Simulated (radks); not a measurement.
Q: These are the eigenvalues of the occupied orbitals of an atom or ion with whole-number occupations (eV). Calculated with a radial shooting solver on a logarithmic mesh with Libxc functionals: Dirac Kohn-Sham, PBE, spin-unpolarised, spherical densities, finite nucleus; Fermi nuclear charge, rms radius of each element as measured or else 0.836 A^(1/3) + 0.57 fm.

| orbital | eigenvalue |
|---|---|
| 1s1/2 | -83015.34 |
| 2s1/2 | -14717.58 |
| 2p1/2 | -14126.03 |
| 2p3/2 | -12178.45 |
| 3s1/2 | -3506.764 |
| 3p1/2 | -3239.251 |
| 3p3/2 | -2807.872 |
| 3d3/2 | -2363.310 |
| 3d5/2 | -2270.872 |
| 4s1/2 | -785.8900 |
| 4p1/2 | -670.9891 |
| 4p3/2 | -566.8318 |
| 4d3/2 | -378.6469 |
| 4d5/2 | -359.2255 |
| 5s1/2 | -136.9848 |
| 4f5/2 | -117.1016 |
| 4f7/2 | -112.9090 |
| 5p1/2 | -99.0950 |
| 5p3/2 | -80.8633 |
| 5d3/2 | -29.9441 |
| 5d5/2 | -28.0224 |

Which element is it, and in what charge state? The configuration may be excited. Open shells, if any, fill j = l - 1/2 first.

A: Z = 80, mercury, charge +2: Hg2+ in [Xe] 4f14 5d10. The list shows which subshells hold electrons but not how many an open one holds; the 1s level, -3050.8 hartree, gives Z - s = 78.1 by -(Z - s)^2/2, which with screening and relativity narrows Z to a few neighbours, and the depths of the outer levels then fix element, charge and occupations together.
